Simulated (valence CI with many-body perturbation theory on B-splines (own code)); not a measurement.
Energy levels of V10+

Computed by valence CI with perturbative core correlation (CI+MBPT): three valence electrons over a frozen Dirac-Fock core [Ne], a basis of 11 s, 11 p, 10 d, 8 f, 5 g, 2 h functions for each j, with the one-electron correlation potential Σ1, the two-electron term Σ2, the three-electron term Σ3, Breit, model QED; selected CI, second order for the rest, scaled by the run's own slope (own B-spline code, finite nucleus).

No measured levels were compared; by estimate levels of excited configurations hold to 0.05 to 0.15 % of their energy, terms of the ground configuration to about 0.5 %.

Levels 91 to 135 of 156, with energies above the lowest level, 3s²3p ²P°_1/2. "Leading %" is the weight of the configuration and term that name the level; weights of strongly mixed levels are sums over their largest components and can fall short. In the jj column 3d3/2^4 stands for four electrons in 3d with j = 3/2.

| No. | Configuration | Term | J | E (cm⁻¹) | Leading % | Second component | Leading jj |
| --- | --- | --- | --- | --- | --- | --- | --- |
| 91 | 3p3d² | ⁴G° | 11/2 | 1091800 | 100 |  | 3p3/2 3d5/2^2 (79 %) |
| 92 | 3p3d² | ²F° | 5/2 | 1105900 | 82 | 10 % 3p3d² ²D° | 3p1/2 3d3/2^2 (35 %) |
| 93 | 3p3d² | ²F° | 7/2 | 1110800 | 97 |  | 3p3/2 3d5/2^2 (34 %) |
| 94 | 3p3d² | ²D° | 3/2 | 1112200 | 94 |  | 3p1/2 3d3/2 3d5/2 (44 %) |
| 95 | 3p3d² | ²D° | 5/2 | 1114600 | 78 | 8 % 3p3d² ²F° | 3p3/2 3d5/2^2 (52 %) |
| 96 | 3p3d² | ⁴D° | 1/2 | 1124200 | 98 |  | 3p1/2 3d3/2 3d5/2 (33 %) |
| 97 | 3s3p4s | ⁴P° | 1/2 | 1125100 | 97 |  | 3s 3p1/2 4s (90 %) |
| 98 | 3p3d² | ⁴D° | 3/2 | 1125800 | 93 | 4 % 3p3d² ²D° | 3p1/2 3d3/2 3d5/2 (44 %) |
| 99 | 3p3d² | ²S° | 1/2 | 1127000 | 87 | 11 % 3p3d² ⁴P° | 3p1/2 3d3/2 3d5/2 (39 %) |
| 100 | 3p3d² | ⁴D° | 5/2 | 1127900 | 86 | 6 % 3p3d² ⁴F° | 3p3/2 3d3/2 3d5/2 (48 %) |
| 101 | 3s3p4s | ⁴P° | 3/2 | 1128200 | 97 |  | 3s 3p1/2 4s (63 %) |
| 102 | 3p3d² | ⁴D° | 7/2 | 1129500 | 80 | 18 % 3p3d² ⁴F° | 3p3/2 3d5/2^2 (40 %) |
| 103 | 3p3d² | ⁴F° | 3/2 | 1131500 | 97 |  | 3p1/2 3d3/2^2 (34 %) |
| 104 | 3p3d² | ⁴F° | 5/2 | 1132400 | 92 | 7 % 3p3d² ⁴D° | 3p1/2 3d3/2 3d5/2 (34 %) |
| 105 | 3p3d² | ²G° | 9/2 | 1132600 | 48 | 47 % 3p3d² ⁴F° | 3p3/2 3d3/2 3d5/2 (45 %) |
| 106 | 3p3d² | ⁴F° | 7/2 | 1133400 | 55 | 27 % 3p3d² ²G° | 3p3/2 3d3/2 3d5/2 (61 %) |
| 107 | 3s3p4s | ⁴P° | 5/2 | 1134400 | 98 |  | 3s 3p3/2 4s (98 %) |
| 108 | 3p3d² | ²G° | 7/2 | 1135400 | 71 | 26 % 3p3d² ⁴F° | 3p3/2 3d3/2 3d5/2 (58 %) |
| 109 | 3p3d² | ⁴F° | 9/2 | 1136500 | 52 | 41 % 3p3d² ²G° | 3p3/2 3d5/2^2 (72 %) |
| 110 | 3p3d² | ⁴P° | 3/2 | 1141300 | 97 |  | 3p1/2 3d3/2 3d5/2 (22 %) |
| 111 | 3p3d² | ⁴P° | 1/2 | 1141400 | 88 | 12 % 3p3d² ²S° | 3p3/2 3d3/2 3d5/2 (51 %) |
| 112 | 3p3d² | ⁴P° | 5/2 | 1144600 | 97 |  | 3p3/2 3d3/2 3d5/2 (60 %) |
| 113 | 3s3p4s | ²P° | 1/2 | 1145800 | 94 |  | 3s 3p1/2 4s (73 %) |
| 114 | 3s²4d | ²D | 3/2 | 1147100 | 94 |  | 3s^2 4d3/2 (94 %) |
| 115 | 3s²4d | ²D | 5/2 | 1147600 | 94 |  | 3s^2 4d5/2 (94 %) |
| 116 | 3p3d² | ²H° | 9/2 | 1148100 | 89 | 10 % 3p3d² ²G° | 3p3/2 3d3/2 3d5/2 (32 %) |
| 117 | 3s3p4s | ²P° | 3/2 | 1152500 | 93 |  | 3s 3p3/2 4s (87 %) |
| 118 | 3p3d² | ²H° | 11/2 | 1154100 | 99 |  | 3p3/2 3d3/2 3d5/2 (78 %) |
| 119 | 3p3d² | ⁴D° | 7/2 | 1159900 | 98 |  | 3p3/2 3d5/2^2 (33 %) |
| 120 | 3p3d² | ⁴D° | 5/2 | 1160100 | 98 |  | 3p3/2 3d3/2 3d5/2 (56 %) |
| 121 | 3p3d² | ⁴D° | 3/2 | 1160400 | 98 |  | 3p3/2 3d3/2 3d5/2 (42 %) |
| 122 | 3p3d² | ⁴D° | 1/2 | 1160600 | 98 |  | 3p3/2 3d3/2^2 (62 %) |
| 123 | 3p3d² | ²P° | 3/2 | 1169900 | 96 |  | 3p1/2 3d5/2^2 (30 %) |
| 124 | 3p3d² | ²P° | 1/2 | 1173500 | 97 |  | 3p3/2 3d5/2^2 (57 %) |
| 125 | 3p3d² | ⁴S° | 3/2 | 1186900 | 97 |  | 3p3/2 3d3/2 3d5/2 (43 %) |
| 126 | 3p3d² | ²F° | 5/2 | 1189300 | 97 |  | 3p3/2 3d3/2 3d5/2 (39 %) |
| 127 | 3p3d² | ²F° | 7/2 | 1190000 | 98 |  | 3p3/2 3d3/2 3d5/2 (40 %) |
| 128 | 3p3d² | ²D° | 3/2 | 1203600 | 94 |  | 3p3/2 3d3/2 3d5/2 (36 %) |
| 129 | 3p3d² | ²D° | 5/2 | 1206300 | 95 |  | 3p3/2 3d5/2^2 (44 %) |
| 130 | 3s3p4p | ⁴D | 1/2 | 1208500 | 54 | 42 % 3s3p4p ²P | 3s 3p1/2 4p1/2 (88 %) |
| 131 | 3p3d² | ²P° | 1/2 | 1210100 | 91 | 5 % 3s3p4s ²P° | 3p1/2 3d3/2^2 (35 %) |
| 132 | 3s3p4p | ⁴D | 3/2 | 1211500 | 53 | 42 % 3s3p4p ²P | 3s 3p1/2 4p1/2 (62 %) |
| 133 | 3s3p4p | ²P | 1/2 | 1214800 | 52 | 44 % 3s3p4p ⁴D | 3s 3p1/2 4p3/2 (44 %) |
| 134 | 3s²4f | ²F° | 5/2 | 1215400 | 96 |  | 3s^2 4f5/2 (96 %) |
| 135 | 3s²4f | ²F° | 7/2 | 1215500 | 96 |  | 3s^2 4f7/2 (96 %) |

Names give the largest LS component (configuration and term), which can be under half, so a name can repeat, a term be missing and a line seem to break the LS rules; names also repeat where a configuration has a term twice.

Where two levels of one J and parity lie close, their mixing, g and order are uncertain.
